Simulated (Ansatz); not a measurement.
```xyz
9

C     0.135    0.613    1.567
O     0.494    0.637    0.206
In   -0.250   -0.605   -1.126
O     0.380   -0.482   -2.982
Br   -1.934   -2.233   -0.436
H    -0.167    1.619    1.880
H     0.995    0.311    2.177
H    -0.692   -0.070    1.795
H     1.040    0.210   -3.081
```

Total charge 0; spin multiplicity 1. In: def2 effective core potential.

List the r2SCAN/def2-TZVPP orbital energies in eV (the Gaussian-basis code of Ansatz). (An estimate is asked.)

Computed: Occupied: -13122.01, -1695.23, -1525.99, -1525.93, -1525.93, -515.87, -515.73, -274.22, -234.87, -175.10, -174.90, -174.88, -126.32, -83.05, -82.82, -82.71, -68.93, -68.88, -68.87, -68.72, -68.72, -26.06, -25.79, -20.88, -20.25, -20.23, -20.16, -20.01, -19.21, -17.08, -12.42, -11.76, -11.15, -10.90, -9.60, -8.53, -8.04, -7.67, -7.64, -7.14, -6.72. Lowest empty: -2.91, -1.41, 0.36, 0.80, 1.88, 2.02, 2.42, 2.89.
